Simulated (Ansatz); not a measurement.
Ga₄As₄H₁₄, a cluster cut from wurtzite GaAs (hydrogen-capped). Charge 0, multiplicity 1. Geometry PBE-D4/def2-SVP.

```xyz
22

Ga   -2.2422   -1.6428   -0.5113
As   -0.4505   -0.9607   -2.2324
Ga   -1.4134    2.0648    1.3162
As   -1.2783   -0.4181    1.4294
As    0.3073    2.3866   -0.5739
Ga    1.4893    0.4885   -1.6630
Ga    0.8457   -1.3440    2.3385
As    2.3464   -0.7027    0.3451
H    -3.5465   -0.9390   -1.0540
H    -2.0318   -3.2013   -0.3763
H    -1.0572   -0.3184   -3.4761
H     0.1644   -2.1665   -2.9361
H    -2.7636    2.5432    0.6533
H    -0.7137    2.7419    2.5584
H    -2.2733   -0.7440    2.5426
H    -0.2563    3.2023   -1.7332
H     1.4156    3.3625   -0.1912
H     2.5139    0.8243   -2.8095
H     0.8545   -2.9219    2.2995
H     1.4124   -0.4546    3.5128
H     3.1073   -1.9005   -0.2149
H     3.5699    0.1002    0.7762
```

Single mean-field runs in def2-TZVP are fitted with def2-universal-jkfit.

**Question.** Estimate the orbital energies around the gap (eV) in Ansatz with HF/STO-3G, r2SCAN-D4/def2-TZVP, r2SCANh-D4/def2-TZVP, PBE0-D4/def2-TZVP, r2SCAN0-D4/def2-TZVP.

**Answer.** 
```tsv
orbital	HF/STO-3G	r2SCAN-D4/def2-TZVP	r2SCANh-D4/def2-TZVP	PBE0-D4/def2-TZVP	r2SCAN0-D4/def2-TZVP
HOMO−13	-7.21	-10.44	-10.92	-11.38	-11.65
HOMO−12	-7.21	-10.15	-10.62	-11.07	-11.33
HOMO−11	-7.20	-9.28	-9.75	-10.23	-10.47
HOMO−10	-7.20	-8.55	-8.99	-9.41	-9.64
HOMO−9	-7.20	-8.50	-8.92	-9.33	-9.55
HOMO−8	-6.50	-8.50	-8.92	-9.33	-9.55
HOMO−7	-6.45	-7.71	-8.15	-8.61	-8.83
HOMO−6	-6.45	-7.71	-8.15	-8.61	-8.83
HOMO−5	-6.38	-7.31	-7.75	-8.21	-8.42
HOMO−4	-6.32	-7.13	-7.50	-7.88	-8.06
HOMO−3	-6.32	-7.13	-7.50	-7.87	-8.05
HOMO−2	-6.05	-7.06	-7.44	-7.83	-8.02
HOMO−1	-5.92	-6.43	-6.80	-7.19	-7.36
HOMO	-5.92	-6.43	-6.80	-7.19	-7.36
LUMO	7.42	-1.67	-1.40	-1.09	-1.01
LUMO+1	7.42	-1.67	-1.40	-1.08	-1.01
LUMO+2	7.47	-1.49	-1.22	-0.93	-0.82
LUMO+3	9.19	-1.27	-1.00	-0.79	-0.61
LUMO+4	9.53	-0.85	-0.59	-0.33	-0.20
LUMO+5	9.54	-0.85	-0.59	-0.33	-0.20
```
